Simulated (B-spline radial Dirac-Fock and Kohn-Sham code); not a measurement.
**f′ and f″ of Kr, 591.2 eV to 2.9844 keV**

Model: the dispersion relation over Dirac-Hartree-Slater subshell photoionisation cross sections, with the Kissel-Pratt high-energy constant (isolated atom, no bound-bound lines or fine structure). Program: a B-spline atomic structure program. The forward scattering factor is f₀ + f′ + i f″.

The run's input, task.json:

```json
{"items": [{
  "Z": 36,
  "q": 0,
  "cfg": [[1, 0, 2], [2, 0, 2], [2, 1, 6], [3, 0, 2], [3, 1, 6], [3, 2, 10], [4, 0, 2], [4, 1, 6]],
  "A": 84,
  "rrms": 4.1884,
  "do": "dispersion",
  "hv": [591.2, 623.1, 1000.0, 1210.0, 1253.6, 1359.0, 1468.0, 1486.9, 2000.0, 2001.0, 2240.0, 2984.4, 3096.0, 4000.0, 4510.9, 4910.0, 5414.7, 6000.0, 6403.9, 6506.0, 6813.0, 6930.3, 7112.0, 7502.0, 8047.8, 9251.7, 10570.0, 12000.0, 15000.0, 17479.3, 22162.9, 24209.8, 30000.0, 30360.0, 30810.0, 34600.0, 37590.0, 40000.0, 40210.0, 44240.0, 47650.0, 52010.0, 62200.0, 71770.0],
  "edges": {"K": 14326.0, "L1": 1921.0, "L2": 1730.9, "L3": 1678.4, "M1": 292.8, "M2": 222.2, "M3": 214.4, "M4": 95.0, "M5": 93.8}
}]}
```

Launch: `python xray2_run.py task.json out`

Edges near this range: L1 1921.0 eV, L2 1730.9 eV, L3 1678.4 eV.

```
hν (eV)  λ (Å)   f′ (e)  f″ (e)  tabulated f′  tabulated f″
  591.2  20.97   -8.349  10.940             –          9.75
  623.1  19.90   -8.075  10.316             –          9.19
   1000  12.40   -7.534   5.750         -7.57          5.19
   1210  10.25   -8.318   4.439         -8.34          3.86
 1253.6  9.890   -8.567   4.226         -8.65          3.65
   1359  9.123   -9.348   3.773         -9.40          3.23
   1468  8.446  -10.579   3.380        -10.69          2.88
 1486.9  8.338  -10.866   3.318        -10.92          2.83
   2000  6.199   -6.988  14.421         -6.93         13.91
   2001  6.196   -6.964  14.410         -6.90         13.90
   2240  5.535        ?       ?             ?             ?
 2984.4  4.154   -0.562   7.900         -0.62          7.68
```

Question: What are f′ and f″ at 2240 eV?

Answer: f′ = -3.619 and f″ = 12.211 electrons (tables: -3.65 and 11.79). By the optical theorem f″ corresponds to a photoabsorption cross section 2 rₑ λ f″ = 381000 b.

Tabulated f′: xraylib 4.2 anomalous scattering factors (Cullen et al., EPDL97); f″: Chantler's tables (J. Phys. Chem. Ref. Data 1995 and 2000). Both are theoretical tables.

Values without a named source are computed, but for edge energies of neutral atoms, which are taken from tables.
